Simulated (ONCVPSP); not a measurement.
Reading a pseudo-wave (boron (B))

Columns: radius, all-electron u(r) and pseudo u(r) of the 2p shell (level -3.73 eV) of boron in the configuration [He] 2s1.75 2p1.25; PBE, scalar-relativistic, ONCV scheme, ONCVPSP 4.0.1.

```json
{"r (bohr)": "0.200", "all-electron": "0.0875", "pseudo": "0.0255"}
{"r (bohr)": "0.400", "all-electron": "0.2342", "pseudo": "0.0978"}
{"r (bohr)": "0.600", "all-electron": "0.3687", "pseudo": "0.2046"}
{"r (bohr)": "0.800", "all-electron": "0.4732", "pseudo": "0.3290"}
{"r (bohr)": "1.000", "all-electron": "0.5492", "pseudo": "0.4521"}
{"r (bohr)": "1.200", "all-electron": "0.5982", "pseudo": "0.5574"}
{"r (bohr)": "1.400", "all-electron": "0.6232", "pseudo": "0.6336"}
{"r (bohr)": "1.600", "all-electron": "0.6291", "pseudo": "0.6759"}
{"r (bohr)": "1.800", "all-electron": "0.6207", "pseudo": "0.6855"}
{"r (bohr)": "2.000", "all-electron": "0.6020", "pseudo": "0.6683"}
{"r (bohr)": "2.200", "all-electron": "0.5763", "pseudo": "0.6328"}
{"r (bohr)": "2.400", "all-electron": "0.5461", "pseudo": "0.5874"}
{"r (bohr)": "2.600", "all-electron": "0.5135", "pseudo": "0.5394"}
{"r (bohr)": "2.800", "all-electron": "0.4798", "pseudo": "0.4936"}
{"r (bohr)": "3.000", "all-electron": "0.4461", "pseudo": "0.4521"}
{"r (bohr)": "3.200", "all-electron": "0.4132", "pseudo": "0.4151"}
{"r (bohr)": "3.400", "all-electron": "0.3815", "pseudo": "0.3819"}
{"r (bohr)": "3.600", "all-electron": "0.3513", "pseudo": "0.3513"}
{"r (bohr)": "3.800", "all-electron": "0.3228", "pseudo": "0.3228"}
{"r (bohr)": "4.000", "all-electron": "0.2962", "pseudo": "0.2962"}
{"r (bohr)": "4.200", "all-electron": "0.2713", "pseudo": "0.2713"}
{"r (bohr)": "4.400", "all-electron": "0.2482", "pseudo": "0.2482"}
{"r (bohr)": "4.600", "all-electron": "0.2268", "pseudo": "0.2268"}
{"r (bohr)": "4.800", "all-electron": "0.2070", "pseudo": "0.2070"}
{"r (bohr)": "5.000", "all-electron": "0.1887", "pseudo": "0.1887"}
{"r (bohr)": "5.200", "all-electron": "0.1718", "pseudo": "0.1718"}
```

Problem. How many radial nodes do the two functions have?

Solution. The all-electron 2p function has n − l − 1 = 0; the pseudo-wave has 0.

Problem. At about which radius was the pseudo-wave matched?

Solution. 4.00 bohr. The columns agree to 0.0005 from 3.40 bohr on; several derivatives are matched, so the curves merge somewhat inside the radius.

Problem. Is the pseudo-wave norm-conserving?

Solution. Yes: the ONCV scheme keeps the norm inside the radius equal to the all-electron one, which fixes the energy derivative of the logarithmic derivative at the level.
